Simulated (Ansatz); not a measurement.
These are frozen-core CCSD(T)/def2-TZVPP // BP86-D3(BJ)/def2-SVP run with Ansatz (a first-principles code) values and carry that method's errors.

Ansatz 0.2 input:
```yaml
crystal:
  periodic: [false, false, false]
  atoms:
    - { symbol: Ti, position_ang: [-0.000078, -0.000046, 0.000052] }
    - { symbol: H, position_ang: [1.421533, 0.892327, -0.282879] }
    - { symbol: H, position_ang: [0.052913, -0.670936, 1.56352] }
    - { symbol: H, position_ang: [-0.124023, -1.24927, -1.149481] }
    - { symbol: H, position_ang: [-1.35064, 1.027666, -0.130932] }
basis:
  gaussian: { orbitals: def2-TZVPP }
correlation:
  method: ccsd_t
```

Output:

```
Functional definition: HF
734 factors; integrals over basis functions are off by at most 1.1e-3 eV
mean field evaluation 1: about -23142.7779 eV, gradient 3.3e1 eV
mean field evaluation 2: about -23142.7843 eV, gradient 3.3e1 eV
mean field evaluation 4: about -23146.1482 eV, gradient 3.4e0 eV
mean field evaluation 8: about -23146.1846 eV, gradient 2.1e-1 eV
mean field evaluation 16: about -23146.1752 eV, gradient 6.9e-1 eV
mean field -23146.18477808 eV, -850.6066015468 hartree, gradient 6.6e-6 eV, S^2 0.000000; 0 other end points of the search recorded, 0 dependent functions left out
5 core orbitals not correlated
reference -23146.18477808 eV, -850.6066015468 hartree; 8, 8 occupied and 107, 107 virtual orbitals, 734 factors
second order -11.86796597 eV of doubles, -0.00000000 eV of singles
cycle   1  -12.11392215 eV  change   -2.5e-1 eV  update   1.6e-1
cycle   2  -12.64258474 eV  change   -5.3e-1 eV  update   6.0e-2
cycle   3  -12.82741930 eV  change   -1.8e-1 eV  update   3.9e-2
cycle   4  -12.79746623 eV  change    3.0e-2 eV  update   1.1e-2
cycle   5  -12.79759703 eV  change   -1.3e-4 eV  update   3.7e-3
cycle   6  -12.79733543 eV  change    2.6e-4 eV  update   8.9e-4
cycle   7  -12.79745688 eV  change   -1.2e-4 eV  update   1.8e-4
cycle   8  -12.79754775 eV  change   -9.1e-5 eV  update   5.2e-5
cycle   9  -12.79751423 eV  change    3.4e-5 eV  update   1.7e-5
cycle  10  -12.79751515 eV  change   -9.2e-7 eV  update   5.0e-6
perturbative correction -0.59870550 eV, -0.0220020213 hartree
Total energy: -23159.58099872 eV, -851.0989035752 hartree
```

Cost: roughly 8 core-seconds.
